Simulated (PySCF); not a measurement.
How methods differ on the ionisation energy of Os⁺

Os⁺ [Xe] 4f14 5d6 6s1 [5d3/2^4 5d5/2^2 6s1/2^1, M_J = 9/2] → Os²⁺ [Xe] 4f14 5d6 [5d3/2^4 5d5/2^2, M_J = 4], as a difference of total energies. Computed with PySCF 2.14 in x2c-SVPall-2c (7s9p9d2f, 93 functions), with the two-component X2C-1e Hamiltonian. "Screened" scales the spin-orbit matrix elements by Boettger's factors to mimic the two-electron term; Breit and QED terms are absent.

```json
{"method": "GHF (spin-free)", "ionisation energy (eV)": "16.143"}
{"method": "GHF (screened spin-orbit)", "ionisation energy (eV)": "16.109"}
```

The spin-free rows relax to the high-spin LS determinant and lack the spin-orbit shift.

Errors of the correlated levels include the incompleteness of this basis and the frozen core.

The labels give the starting determinants; with spin-orbit coupling the two ends relaxed to ⟨J²⟩ = 24.77, ⟨L²⟩ = 6.66, ⟨S²⟩ = 8.43 and ⟨J²⟩ = 20.06, ⟨L²⟩ = 6.78, ⟨S²⟩ = 5.72.

For comparison: 17 ± 1 eV (semi-empirical (NIST evaluation); NIST Atomic Spectra Database, ionization energies).
